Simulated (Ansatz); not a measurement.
`Cl[B]1[NH][GaH]1`. Charge 0, multiplicity 1.

```xyz
6

Cl   -0.979   -2.386   -0.586
B    -0.320   -0.848   -0.099
N    -0.048    0.359   -0.690
Ga    0.459    0.464    1.185
H    -0.178    0.674   -1.645
H     1.066    1.737    1.835
```

Problem. List the harmonic frequencies (cm⁻¹, unscaled) at PBE0-D4/def2-TZVP in Ansatz. (Estimate.)

Solution. The calculation gave: 201, 263, 386, 453, 486, 529, 719, 846, 968, 1429, 2004, 3543.

Problem. Is this a minimum?

Solution. Yes, all 12 modes are real.

Problem. Give the ideal-gas thermochemistry at 298.15 K and 1 bar (rigid rotor, harmonic oscillator; point group Cs, symmetry number 1).

Solution. Zero-point energy 70.7 kJ/mol; H(298) − E = 86.6 kJ/mol; entropy 312.7 J/(mol·K), of which translation 169.8, rotation 111.9, vibration 31.1; G(298) − E = -6.6 kJ/mol.

Problem. And at 400, 500, 600, 800 and 1000 K?

Solution. 
```json
{"T (K)": "400", "H − E (kJ/mol)": "95.2", "S (J/mol/K)": "337.4", "G − E (kJ/mol)": "-39.8"}
{"T (K)": "500", "H − E (kJ/mol)": "104.5", "S (J/mol/K)": "358.2", "G − E (kJ/mol)": "-74.6"}
{"T (K)": "600", "H − E (kJ/mol)": "114.5", "S (J/mol/K)": "376.3", "G − E (kJ/mol)": "-111.3"}
{"T (K)": "800", "H − E (kJ/mol)": "135.8", "S (J/mol/K)": "407.0", "G − E (kJ/mol)": "-189.7"}
{"T (K)": "1000", "H − E (kJ/mol)": "158.4", "S (J/mol/K)": "432.2", "G − E (kJ/mol)": "-273.7"}
```

Problem. Rotational constants (cm⁻¹)?

Solution. 0.481, 0.05161, 0.04661.
